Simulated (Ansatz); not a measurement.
Program: Ansatz 0.2.0.

A structure relaxed at PBE0-D4/def2-TZVP, charge 0, multiplicity 1:

```xyz
6

F    -1.6353    1.0569   -0.6386
Hf   -0.4849   -0.0881    0.3372
F    -0.7644    0.0899    2.1983
F    -0.8244   -1.8604   -0.2377
Se    1.9759    0.5325   -0.1147
H     1.7330    0.2693   -1.5444
```

Problem. Give its formula and SMILES.

Solution. F3HHfSe, `[F][Hf]([F])([F])[SeH]`.

Problem. Point group (tolerance 0.08 Å, 0.16 Å for H)?

Solution. Cs.

Problem. Summarise the bond lengths by kind.

Solution. 3 × F–Hf 1.890 to 1.894 Å; 1 × Hf–Se 2.578 Å; 1 × H–Se 1.474 Å.
